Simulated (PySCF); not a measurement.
## Ga⁺: excitation energy

Ga⁺ [Ar] 3d10 4s2 (1S) → Ga⁺ [Ar] 3d10 4s1 4d1 (3D), as a difference of total energies. Calculation: PySCF 2.14, in aug-cc-pwCVDZ-PP with ECP10MDF; a scalar-relativistic core potential. Correlated levels: valence: 3s2 3p6 3d10 frozen. The calculations carry no spin-orbit coupling.

```json
{"method": "UHF", "excitation energy (eV)": "12.651", "error (eV)": "-1.465"}
{"method": "MP2 (valence)", "excitation energy (eV)": "13.298", "error (eV)": "-0.818"}
{"method": "SCS-MP2 (valence)", "excitation energy (eV)": "13.460", "error (eV)": "-0.656"}
{"method": "CCSD (valence)", "excitation energy (eV)": "13.575", "error (eV)": "-0.541"}
```

Reference: 14.116 eV (measured; NIST levels, between the centres of gravity of the two terms).

Errors of the correlated levels include the incompleteness of this basis and the frozen core.

With two correlated electrons CCSD is exact in that space.
